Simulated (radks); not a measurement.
Values are calculated unless marked as measured or tabulated.
Q: The mean radii <r> (bohr) of the occupied orbitals of an atom or ion are listed with their occupations. Level of theory: Dirac Kohn-Sham, PBE, spin-unpolarised, spherical densities, finite nucleus; Fermi nuclear charge, rms radius of each element as measured or else 0.836 A^(1/3) + 0.57 fm (a radial shooting solver on a logarithmic mesh with Libxc functionals).

| orbital | occ. | <r> |
|---|---|---|
| 1s1/2 | 2 | 0.02409 |
| 2s1/2 | 2 | 0.1026 |
| 2p1/2 | 2 | 0.08605 |
| 2p3/2 | 4 | 0.09236 |
| 3s1/2 | 2 | 0.2720 |
| 3p1/2 | 2 | 0.2617 |
| 3p3/2 | 4 | 0.2740 |
| 3d3/2 | 4 | 0.2452 |
| 3d5/2 | 6 | 0.2491 |
| 4s1/2 | 2 | 0.6225 |
| 4p1/2 | 2 | 0.6403 |
| 4p3/2 | 4 | 0.6682 |
| 4d3/2 | 4 | 0.7217 |
| 4d5/2 | 6 | 0.7317 |
| 5s1/2 | 2 | 1.509 |
| 5p1/2 | 2 | 1.707 |
| 5p3/2 | 4 | 1.797 |
| 6s1/2 | 2 | 4.504 |
| 4f5/2 | 3 | 1.203 |

Name the element and its charge. Open shells, if any, fill j = l - 1/2 first.

A: Z = 59, praseodymium, charge 0: Pr in [Xe] 4f3 6s2. The 1s radius gives Z: for a bare nucleus <r> = (2 gamma + 1)/(2Z) with gamma = sqrt(1 - (Z/c)^2), 0.02377 bohr for Z = 59, and screening makes it slightly larger (0.02409 here). The occupations add up to 59, and the charge is Z minus that.
